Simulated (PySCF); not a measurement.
Two-component Hartree-Fock for Be⁺ (beryllium, charge +1)

Start: [He] 2s1; 2s1/2 filled at m_j = +1/2. Calculated with PySCF 2.14 in an uncontracted even-tempered set (18 s from 0.06 bohr⁻², ratio 2.4; 10 p from 0.077 bohr⁻², ratio 2.4; 6 d from 0.24 bohr⁻², ratio 2.6; 5 f from 0.36 bohr⁻², ratio 2.6): generalised Hartree-Fock with the X2C-1e Hamiltonian and a Gaussian nucleus; one run each with spin-orbit coupling (SO) switched off, then screened by Boettger's factors.

```json
{"spinor shell": "1s1/2", "electrons": "2", "ε, spin-free (eV)": "-139.84", "ε, screened SO (eV)": "-139.84", "weight of nominal j (screened SO)": "1.000", "rms radius, screened SO (bohr)": "0.482"}
{"spinor shell": "2s1/2", "electrons": "1", "ε, spin-free (eV)": "-18.133", "ε, screened SO (eV)": "-18.133", "weight of nominal j (screened SO)": "1.000", "rms radius, screened SO (bohr)": "2.47"}
```

| quantity | spin-free | screened SO |
| --- | --- | --- |
| E (hartree) | -14.27992 | -14.27992 |
| M_J | 1/2 | 1/2 |
| ⟨J²⟩ | 0.750 | 0.750 |
| ⟨L²⟩ | 0.000 | 0.000 |
| ⟨S²⟩ | 0.750 | 0.750 |

Each row is a mean over spinors that exchange with the open shell spreads, by up to 1.123 eV (1s1/2).

Without spin-orbit coupling the j labels of p, d and f shells carry no meaning; the spin-free column gives the mean over the occupied spinors of each nl shell.
